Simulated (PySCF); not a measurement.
Polarisability and C₆ of Ta (tantalum, neutral)

[Xe] 4f14 5d3 6s2, high-spin 4F determinant. Calculation: PySCF 2.14, in ANO-RCC-VTZP (8s7p5d3f2g1h, 104 functions); scalar relativity by spin-free X2C-1e. Coupled (time-dependent) response in atomic units; α is the mean over directions. The basis has no added diffuse functions, which lowers α and C₆.

```csv
method,mean α (bohr³),C₆ (like pair),S(−4)
PBE0,67.24,807.3,1538
```

S(−4) is the Cauchy moment in α(ω) = α(0) + S(−4) ω² + …

Reference α: 74 ± 20 bohr³ (recommended; Schwerdtfeger and Nagle, table of static dipole polarizabilities (2023 update)). Published C₆: 887.0 (Gould and Bucko (2016)).

Spin-orbit coupling is absent.

α(iu) at PBE0:

```tsv
u (hartree)	α(iu) (bohr³)
0	67.24
0.0500	63.64
0.100	55.06
0.200	36.87
0.300	25.00
0.500	14.07
0.750	8.916
1.00	6.491
1.50	4.080
2.00	2.857
3.00	1.660
5.00	0.7968
```

A single London oscillator, α(iu) = α/(1 + u²/ω²), gives C₆ = (3/4) ω α². Matching the computed C₆ needs ω = 4 × 807.3 / (3 × 67.24²) = 0.238 hartree.

Spin-orbit coupling, absent here, splits the open shell strongly.
